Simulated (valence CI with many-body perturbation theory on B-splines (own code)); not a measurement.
Results of a calculation; reference values are marked as such.
**Level structure of Lu⁶⁶⁺**

Level of theory: configuration interaction combined with many-body perturbation theory (CI+MBPT): three valence electrons over a frozen Dirac-Fock core [He], a basis of 11 s, 11 p, 10 d, 8 f, 5 g, 2 h functions for each j, with the one-electron correlation potential Σ1, the two-electron term Σ2, the three-electron term Σ3, Breit, model QED; selected CI, second order for the rest, scaled by the run's own slope (own B-spline code, finite nucleus).

No measured spectrum was set against this ion. As an estimate, large intervals hold to a few tenths of a per cent, small ones and those within an open d or f shell to about a per cent.

Levels 1 to 45 of 165, with energies above the lowest level, (2s^2 2p1/2) J=1/2. "Leading %" is the weight of the configuration and term that name the level; weights of strongly mixed levels are sums over their largest components and can fall short, so below about 35 % the name and the second component can differ from the true leading terms, or belong to a minority configuration. In the jj column 3d3/2^4 stands for four electrons in 3d with j = 3/2.

```tsv
No.	Configuration	Term	J	E (eV)	Leading %	Leading jj	Second component
1	2s2 2p	2P°	1/2	0	100	2s^2 2p1/2 (100 %)	
2	2s 2p2	4P	1/2	253	50	2s 2p1/2^2 (100 %)	31 % 2s 2p2 2S
3	2s2 2p	2P°	3/2	1212	99	2s^2 2p3/2 (99 %)	
4	2s 2p2	4P	3/2	1389	90	2s 2p1/2 2p3/2 (100 %)	7 % 2s 2p2 2D
5	2s 2p2	2D	5/2	1429	63	2s 2p1/2 2p3/2 (100 %)	37 % 2s 2p2 4P
6	2s 2p2	2P	1/2	1497	69	2s 2p1/2 2p3/2 (100 %)	31 % 2s 2p2 4P
7	2s 2p2	2D	3/2	1499	62	2s 2p1/2 2p3/2 (100 %)	37 % 2s 2p2 2P
8	2p3	2P°	3/2	1762	48	2p1/2^2 2p3/2 (99 %)	27 % 2p3 2D°
9	2s 2p2	4P	5/2	2618	63	2s 2p3/2^2 (100 %)	37 % 2s 2p2 2D
10	2s 2p2	2S	1/2	2722	68	2s 2p3/2^2 (100 %)	19 % 2s 2p2 4P
11	2s 2p2	2P	3/2	2723	60	2s 2p3/2^2 (100 %)	31 % 2s 2p2 2D
12	2p3	4S°	3/2	2927	55	2p1/2 2p3/2^2 (100 %)	45 % 2p3 2D°
13	2p3	2D°	5/2	2950	100	2p1/2 2p3/2^2 (100 %)	
14	2p3	2P°	1/2	3004	100	2p1/2 2p3/2^2 (100 %)	
15	2p3	2P°	3/2	4180	51	2p3/2^3 (100 %)	28 % 2p3 2D°
16	2s2 3s	2S	1/2	9651	98	2s^2 3s (98 %)	
17	2s2 3p	2P°	1/2	9736	96	2s^2 3p1/2 (96 %)	
18	2s 2p 3s	4P°	1/2	9820	85	2s 2p1/2 3s (99 %)	13 % 2s 2p 3s 2P°
19	2s 2p 3s	4P°	3/2	9847	59	2s 2p1/2 3s (99 %)	41 % 2s 2p 3s 2P°
20	2s 2p 3s	2P°	1/2	9876	95	2s 2p1/2 3s (99 %)	4 % 2s 2p 3s 4P°
21	2s 2p 3p	4D	1/2	9891	72	2s 2p1/2 3p1/2 (100 %)	20 % 2s 2p 3p 2P
22	2s 2p 3p	4D	3/2	9919	40	2s 2p1/2 3p1/2 (100 %)	33 % 2s 2p 3p 2D
23	2s 2p 3p	4P	1/2	9961	46	2s 2p1/2 3p1/2 (99 %)	31 % 2s 2p 3p 2S
24	2s2 3p	2P°	3/2	10094	98	2s^2 3p3/2 (98 %)	
25	2p2 3s	4P	1/2	10124	44	2p1/2^2 3s (96 %)	30 % 2p2 3s 2S
26	2s2 3d	2D	3/2	10150	98	2s^2 3d3/2 (98 %)	
27	2p2 3p	2P°	1/2	10191	45	2p1/2^2 3p1/2 (97 %)	37 % 2p2 3p 4D°
28	2s2 3d	2D	5/2	10246	94	2s^2 3d5/2 (94 %)	
29	2s 2p 3p	4P	3/2	10261	31	2s 2p1/2 3p3/2 (100 %)	27 % 2s 2p 3p 4D
30	2s 2p 3p	4D	5/2	10293	41	2s 2p1/2 3p3/2 (95 %)	40 % 2s 2p 3p 2D
31	2s 2p 3p	2D	3/2	10295	43	2s 2p1/2 3p3/2 (100 %)	24 % 2s 2p 3p 2P
32	2s 2p 3p	2P	1/2	10301	43	2s 2p1/2 3p3/2 (97 %)	19 % 2s 2p 3p 2S
33	2s 2p 3d	4F°	3/2	10305	70	2s 2p1/2 3d3/2 (100 %)	13 % 2s 2p 3d 2D°
34	2s 2p 3d	4F°	5/2	10335	42	2s 2p1/2 3d3/2 (98 %)	32 % 2s 2p 3d 2F°
35	2s 2p 3d	2P°	3/2	10353	30	2s 2p1/2 3d3/2 (99 %)	24 % 2s 2p 3d 4D°
36	2s 2p 3d	4D°	1/2	10357	53	2s 2p1/2 3d3/2 (98 %)	39 % 2s 2p 3d 2P°
37	2s 2p 3d	4P°	5/2	10413	33	2s 2p1/2 3d5/2 (100 %)	30 % 2s 2p 3d 4D°
38	2s 2p 3d	2F°	7/2	10441	40	2s 2p1/2 3d5/2 (100 %)	37 % 2s 2p 3d 4F°
39	2s 2p 3d	2F°	5/2	10453	48	2s 2p1/2 3d5/2 (99 %)	24 % 2s 2p 3d 2D°
40	2s 2p 3d	2P°	3/2	10453	39	2s 2p1/2 3d5/2 (96 %)	32 % 2s 2p 3d 2D°
41	2p2 3p	2P°	3/2	10565	34	2p1/2^2 3p3/2 (96 %)	19 % 2p2 3p 4D°
42	2p2 3d	2D	3/2	10606	42	2p1/2^2 3d3/2 (98 %)	32 % 2p2 3d 4F
43	2p2 3d	2D	5/2	10715	36	2p1/2^2 3d5/2 (98 %)	18 % 2p2 3d 4D
44	2s 2p 3s	4P°	5/2	11035	100	2s 2p3/2 3s (100 %)	
45	2s 2p 3s	2P°	3/2	11061	76	2s 2p3/2 3s (100 %)	23 % 2s 2p 3s 4P°
```

The ionisation energy to 2s2 1S_0 of the next ion comes out as 17112 eV (NIST: 17120 ± 40 eV (theoretical)). All 165 levels together are meant to be complete up to 13982 eV.
